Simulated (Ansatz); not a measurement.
H3Ga, charge -1, doublet, at a GFN2-xTB geometry (such geometries of metal compounds can be far from the true shape) (a state made from the parent by changing its charge; the spin is typed, not shown lowest) (a gas-phase anion, which may not be bound at this level), atoms displaced at random by about 0.05 Å a coordinate; PBE/6-31G* in Ansatz (a program for electronic structure).

Here is a job for Ansatz.
Ansatz 0.2 input:
```yaml
crystal:
  periodic: [false, false, false]
  atoms:
    - {symbol: Ga, position_ang: [0.08559574, 0.01299435, 0.01756448]}
    - {symbol: H, position_ang: [0.51922353, -0.32088598, 0.97805000]}
    - {symbol: H, position_ang: [-0.19376615, 1.06876756, -0.24358237]}
    - {symbol: H, position_ang: [-0.22497526, -0.78934730, -0.76919576]}
basis:
  gaussian:
    orbitals: 6-31G*
hamiltonian:
  xc: pbe
total_charge: -1
magnetization: {spin_polarized: true, initial_magnetization: 1}
relax: {max_displacement: 0.02}
```

Q: Predict the main parts of the log of this Ansatz run.

A: 
```
Functional definition: PBE
458 factors; integrals over basis functions are off by at most 1.9e-4 eV
mean field evaluation 1: about -52399.2116 eV, gradient 3.8e1 eV
mean field evaluation 2: about -52396.2937 eV, gradient 5.8e1 eV
mean field evaluation 4: about -52401.6616 eV, gradient 9.6e-1 eV
mean field evaluation 8: about -52401.6660 eV, gradient 7.3e-3 eV
mean field -52401.66600240 eV, -1925.7257064632 hartree, gradient 5.7e-5 eV, S^2 0.751397; 0 other end points of the search recorded, 0 dependent functions left out
the calculation of the forces begins
reference -52401.66604107 eV, -1925.7257078843 hartree; 18, 17 occupied and 23, 24 virtual orbitals, 458 factors
relax step   1: F+E_penalty+E_count = -52401.66600240 eV  Δ(F+E_penalty+E_count) = +0.000e0 eV  max|allowed force component| = 1.732e1 eV/Å  Δτ_max = 0.0000 Å  (22 SCF iters, accepted)
these checks for a lower state are left out or cut short: starts, cluster_reference, orbital_swaps, neighbouring_geometries, increment
458 factors; integrals over basis functions are off by at most 2.0e-4 eV
mean field evaluation 16: about -52402.5919 eV, gradient 1.6e-2 eV
mean field -52402.59189091 eV, -1925.7597322383 hartree, gradient 1.1e-5 eV, S^2 0.751417; 0 other end points of the search recorded, 0 dependent functions left out
the calculation of the forces begins
reference -52402.59192975 eV, -1925.7597336657 hartree; 18, 17 occupied and 23, 24 virtual orbitals, 458 factors
relax step   2: F+E_penalty+E_count = -52402.59189091 eV  Δ(F+E_penalty+E_count) = -9.259e-1 eV  max|allowed force component| = 1.582e1 eV/Å  Δτ_max = 0.0197 Å  (22 SCF iters, accepted)
these checks for a lower state are left out or cut short: starts, cluster_reference, orbital_swaps, neighbouring_geometries, increment
458 factors; integrals over basis functions are off by at most 2.1e-4 eV
mean field -52403.44264712 eV, -1925.7909969524 hartree, gradient 1.3e-5 eV, S^2 0.751438; 0 other end points of the search recorded, 0 dependent functions left out
the calculation of the forces begins
reference -52403.44268615 eV, -1925.7909983869 hartree; 18, 17 occupied and 23, 24 virtual orbitals, 458 factors
relax step   3: F+E_penalty+E_count = -52403.44264712 eV  Δ(F+E_penalty+E_count) = -8.508e-1 eV  max|allowed force component| = 1.441e1 eV/Å  Δτ_max = 0.0196 Å  (22 SCF iters, accepted)
these checks for a lower state are left out or cut short: starts, cluster_reference, orbital_swaps, neighbouring_geometries, increment
458 factors; integrals over basis functions are off by at most 2.2e-4 eV
mean field -52404.22377356 eV, -1925.8197028198 hartree, gradient 1.1e-5 eV, S^2 0.751461; 0 other end points of the search recorded, 0 dependent functions left out
the calculation of the forces begins
reference -52404.22381281 eV, -1925.8197042621 hartree; 18, 17 occupied and 23, 24 virtual orbitals, 458 factors
relax step   4: F+E_penalty+E_count = -52404.22377356 eV  Δ(F+E_penalty+E_count) = -7.811e-1 eV  max|allowed force component| = 1.310e1 eV/Å  Δτ_max = 0.0195 Å  (22 SCF iters, accepted)
these checks for a lower state are left out or cut short: starts, cluster_reference, orbital_swaps, neighbouring_geometries, increment
458 factors; integrals over basis functions are off by at most 2.3e-4 eV
mean field evaluation 32: about -52404.9394 eV, gradient 8.7e-6 eV
mean field -52404.93940921 eV, -1925.8460019447 hartree, gradient 9.7e-6 eV, S^2 0.751485; 0 other end points of the search recorded, 0 dependent functions left out
the calculation of the forces begins
reference -52404.93944868 eV, -1925.8460033954 hartree; 18, 17 occupied and 23, 24 virtual orbitals, 458 factors
relax step   5: F+E_penalty+E_count = -52404.93940921 eV  Δ(F+E_penalty+E_count) = -7.156e-1 eV  max|allowed force component| = 1.189e1 eV/Å  Δτ_max = 0.0195 Å  (22 SCF iters, accepted)
these checks for a lower state are left out or cut short: starts, cluster_reference, orbital_swaps, neighbouring_geometries, increment
458 factors; integrals over basis functions are off by at most 2.4e-4 eV
mean field -52405.59336181 eV, -1925.8700342593 hartree, gradient 8.7e-6 eV, S^2 0.751512; 0 other end points of the search recorded, 0 dependent functions left out
the calculation of the forces begins
reference -52405.59340152 eV, -1925.8700357189 hartree; 18, 17 occupied and 23, 24 virtual orbitals, 458 factors
relax step   6: F+E_penalty+E_count = -52405.59336181 eV  Δ(F+E_penalty+E_count) = -6.540e-1 eV  max|allowed force component| = 1.077e1 eV/Å  Δτ_max = 0.0195 Å  (22 SCF iters, accepted)
these checks for a lower state are left out or cut short: starts, cluster_reference, orbital_swaps, neighbouring_geometries, increment
458 factors; integrals over basis functions are off by at most 2.5e-4 eV
mean field -52406.18925675 eV, -1925.8919329946 hartree, gradient 8.1e-6 eV, S^2 0.751540; 0 other end points of the search recorded, 0 dependent functions left out
the calculation of the forces begins
reference -52406.18929672 eV, -1925.8919344635 hartree; 18, 17 occupied and 23, 24 virtual orbitals, 458 factors
relax step   7: F+E_penalty+E_count = -52406.18925675 eV  Δ(F+E_penalty+E_count) = -5.959e-1 eV  max|allowed force component| = 9.729e0 eV/Å  Δτ_max = 0.0195 Å  (22 SCF iters, accepted)
these checks for a lower state are left out or cut short: starts, cluster_reference, orbital_swaps, neighbouring_geometries, increment
458 factors; integrals over basis functions are off by at most 2.5e-4 eV
mean field -52406.73059138 eV, -1925.9118266752 hartree, gradient 7.9e-6 eV, S^2 0.751570; 0 other end points of the search recorded, 0 dependent functions left out
the calculation of the forces begins
reference -52406.73063160 eV, -1925.9118281536 hartree; 18, 17 occupied and 23, 24 virtual orbitals, 458 factors
relax step   8: F+E_penalty+E_count = -52406.73059138 eV  Δ(F+E_penalty+E_count) = -5.413e-1 eV  max|allowed force component| = 8.766e0 eV/Å  Δτ_max = 0.0195 Å  (22 SCF iters, accepted)
[...]
relax step  16: F+E_penalty+E_count = -52409.47395464 eV  Δ(F+E_penalty+E_count) = -2.150e-1 eV  max|allowed force component| = 3.277e0 eV/Å  Δτ_max = 0.0195 Å  (22 SCF iters, accepted)
relax step  17: F+E_penalty+E_count = -52409.65991657 eV  Δ(F+E_penalty+E_count) = -1.860e-1 eV  max|allowed force component| = 2.804e0 eV/Å  Δτ_max = 0.0195 Å  (22 SCF iters, accepted)
relax step  18: F+E_penalty+E_count = -52409.81892469 eV  Δ(F+E_penalty+E_count) = -1.590e-1 eV  max|allowed force component| = 2.367e0 eV/Å  Δτ_max = 0.0195 Å  (22 SCF iters, accepted)
relax step  19: F+E_penalty+E_count = -52409.95524730 eV  Δ(F+E_penalty+E_count) = -1.363e-1 eV  max|allowed force component| = 1.956e0 eV/Å  Δτ_max = 0.0199 Å  (22 SCF iters, accepted)
relax step  20: F+E_penalty+E_count = -52410.06631436 eV  Δ(F+E_penalty+E_count) = -1.111e-1 eV  max|allowed force component| = 1.582e0 eV/Å  Δτ_max = 0.0198 Å  (23 SCF iters, accepted)
relax step  21: F+E_penalty+E_count = -52410.15453923 eV  Δ(F+E_penalty+E_count) = -8.822e-2 eV  max|allowed force component| = 1.240e0 eV/Å  Δτ_max = 0.0198 Å  (23 SCF iters, accepted)
relax step  22: F+E_penalty+E_count = -52410.22302101 eV  Δ(F+E_penalty+E_count) = -6.848e-2 eV  max|allowed force component| = 9.272e-1 eV/Å  Δτ_max = 0.0200 Å  (23 SCF iters, accepted)
relax step  23: F+E_penalty+E_count = -52410.27223674 eV  Δ(F+E_penalty+E_count) = -4.922e-2 eV  max|allowed force component| = 6.502e-1 eV/Å  Δτ_max = 0.0195 Å  (23 SCF iters, accepted)
relax step  24: F+E_penalty+E_count = -52410.30727070 eV  Δ(F+E_penalty+E_count) = -3.503e-2 eV  max|allowed force component| = 3.984e-1 eV/Å  Δτ_max = 0.0198 Å  (22 SCF iters, accepted)
relax step  25: F+E_penalty+E_count = -52410.32883077 eV  Δ(F+E_penalty+E_count) = -2.156e-2 eV  max|allowed force component| = 2.694e-1 eV/Å  Δτ_max = 0.0193 Å  (22 SCF iters, accepted)
relax step  26: F+E_penalty+E_count = -52410.34095921 eV  Δ(F+E_penalty+E_count) = -1.213e-2 eV  max|allowed force component| = 2.728e-1 eV/Å  Δτ_max = 0.0195 Å  (22 SCF iters, accepted)
relax step  27: F+E_penalty+E_count = -52410.35027037 eV  Δ(F+E_penalty+E_count) = -9.311e-3 eV  max|allowed force component| = 2.733e-1 eV/Å  Δτ_max = 0.0195 Å  (21 SCF iters, accepted)
relax step  28: F+E_penalty+E_count = -52410.35868342 eV  Δ(F+E_penalty+E_count) = -8.413e-3 eV  max|allowed force component| = 2.686e-1 eV/Å  Δτ_max = 0.0195 Å  (22 SCF iters, accepted)
relax step  29: F+E_penalty+E_count = -52410.36674778 eV  Δ(F+E_penalty+E_count) = -8.064e-3 eV  max|allowed force component| = 2.599e-1 eV/Å  Δτ_max = 0.0200 Å  (22 SCF iters, accepted)
[...]
458 factors; integrals over basis functions are off by at most 2.7e-4 eV
mean field -52410.37443796 eV, -1926.0457355674 hartree, gradient 1.9e-5 eV, S^2 0.751848; 0 other end points of the search recorded, 0 dependent functions left out
the calculation of the forces begins
reference -52410.37448154 eV, -1926.0457371690 hartree; 18, 17 occupied and 23, 24 virtual orbitals, 458 factors
relax step  30: F+E_penalty+E_count = -52410.37443796 eV  Δ(F+E_penalty+E_count) = -7.690e-3 eV  max|allowed force component| = 2.437e-1 eV/Å  Δτ_max = 0.0200 Å  (22 SCF iters, accepted)
these checks for a lower state are left out or cut short: starts, cluster_reference, orbital_swaps, neighbouring_geometries, increment
458 factors; integrals over basis functions are off by at most 2.7e-4 eV
mean field evaluation 160: about -52410.3815 eV, gradient 2.3e-3 eV
mean field -52410.38155155 eV, -1926.0459969867 hartree, gradient 1.9e-5 eV, S^2 0.751767; 0 other end points of the search recorded, 0 dependent functions left out
the calculation of the forces begins
reference -52410.38159533 eV, -1926.0459985959 hartree; 18, 17 occupied and 23, 24 virtual orbitals, 458 factors
relax step  31: F+E_penalty+E_count = -52410.38155155 eV  Δ(F+E_penalty+E_count) = -7.114e-3 eV  max|allowed force component| = 2.183e-1 eV/Å  Δτ_max = 0.0200 Å  (22 SCF iters, accepted)
these checks for a lower state are left out or cut short: starts, cluster_reference, orbital_swaps, neighbouring_geometries, increment
458 factors; integrals over basis functions are off by at most 2.7e-4 eV
mean field -52410.38776687 eV, -1926.0462253956 hartree, gradient 1.9e-5 eV, S^2 0.751689; 0 other end points of the search recorded, 0 dependent functions left out
the calculation of the forces begins
reference -52410.38781083 eV, -1926.0462270111 hartree; 18, 17 occupied and 23, 24 virtual orbitals, 458 factors
relax step  32: F+E_penalty+E_count = -52410.38776687 eV  Δ(F+E_penalty+E_count) = -6.215e-3 eV  max|allowed force component| = 1.845e-1 eV/Å  Δτ_max = 0.0200 Å  (22 SCF iters, accepted)
these checks for a lower state are left out or cut short: starts, cluster_reference, orbital_swaps, neighbouring_geometries, increment
458 factors; integrals over basis functions are off by at most 2.7e-4 eV
mean field -52410.39284076 eV, -1926.0464118576 hartree, gradient 1.9e-5 eV, S^2 0.751617; 0 other end points of the search recorded, 0 dependent functions left out
the calculation of the forces begins
reference -52410.39288486 eV, -1926.0464134784 hartree; 18, 17 occupied and 23, 24 virtual orbitals, 458 factors
relax step  33: F+E_penalty+E_count = -52410.39284076 eV  Δ(F+E_penalty+E_count) = -5.074e-3 eV  max|allowed force component| = 1.408e-1 eV/Å  Δτ_max = 0.0200 Å  (23 SCF iters, accepted)
these checks for a lower state are left out or cut short: starts, cluster_reference, orbital_swaps, neighbouring_geometries, increment
458 factors; integrals over basis functions are off by at most 2.7e-4 eV
mean field -52410.39648768 eV, -1926.0465458794 hartree, gradient 1.9e-5 eV, S^2 0.751551; 0 other end points of the search recorded, 0 dependent functions left out
the calculation of the forces begins
reference -52410.39653190 eV, -1926.0465475046 hartree; 18, 17 occupied and 23, 24 virtual orbitals, 458 factors
relax step  34: F+E_penalty+E_count = -52410.39648768 eV  Δ(F+E_penalty+E_count) = -3.647e-3 eV  max|allowed force component| = 8.764e-2 eV/Å  Δτ_max = 0.0200 Å  (22 SCF iters, accepted)
these checks for a lower state are left out or cut short: starts, cluster_reference, orbital_swaps, neighbouring_geometries, increment
458 factors; integrals over basis functions are off by at most 2.7e-4 eV
mean field -52410.39844438 eV, -1926.0466177870 hartree, gradient 1.8e-5 eV, S^2 0.751491; 0 other end points of the search recorded, 0 dependent functions left out
the calculation of the forces begins
reference -52410.39848871 eV, -1926.0466194161 hartree; 18, 17 occupied and 23, 24 virtual orbitals, 458 factors
relax step  35: F+E_penalty+E_count = -52410.39844438 eV  Δ(F+E_penalty+E_count) = -1.957e-3 eV  max|allowed force component| = 2.776e-2 eV/Å  Δτ_max = 0.0200 Å  (23 SCF iters, accepted)
these checks for a lower state are left out or cut short: starts, cluster_reference, orbital_swaps, neighbouring_geometries, increment
458 factors; integrals over basis functions are off by at most 2.7e-4 eV
mean field -52410.39871402 eV, -1926.0466276960 hartree, gradient 9.0e-6 eV, S^2 0.751463; 0 other end points of the search recorded, 0 dependent functions left out
the calculation of the forces begins
reference -52410.39875840 eV, -1926.0466293270 hartree; 18, 17 occupied and 23, 24 virtual orbitals, 458 factors
relax step  36: F+E_penalty+E_count = -52410.39871402 eV  Δ(F+E_penalty+E_count) = -2.696e-4 eV  max|allowed force component| = 4.951e-3 eV/Å  Δτ_max = 0.0101 Å  (22 SCF iters, accepted)
458 factors; integrals over basis functions are off by at most 2.7e-4 eV
mean field evaluation 192: about -52408.9026 eV, gradient 2.7e1 eV
mean field -52410.39871402 eV, -1926.0466276960 hartree, gradient 9.0e-6 eV, S^2 0.751463; 1 other end points of the search recorded, 0 dependent functions left out
the calculation of the forces begins
reference -52410.39875840 eV, -1926.0466293270 hartree; 18, 17 occupied and 23, 24 virtual orbitals, 458 factors
Total energy: -52410.39875840 eV, -1926.0466293270 hartree
Atom 0 at     0.357075     0.028203    -0.144657 Å, force    -0.001824    -0.000105     0.000857 eV/Å
Atom 1 at     0.603160    -0.427155     1.400384 Å, force    -0.001561     0.001410    -0.004739 eV/Å
Atom 2 at    -0.363474     1.485345    -0.257037 Å, force     0.001643    -0.004951     0.000707 eV/Å
Atom 3 at    -0.410683    -1.114865    -1.015854 Å, force     0.001741     0.003646     0.003175 eV/Å
Dipole moment:    -0.016237    -0.001853     0.007334 e Å
```
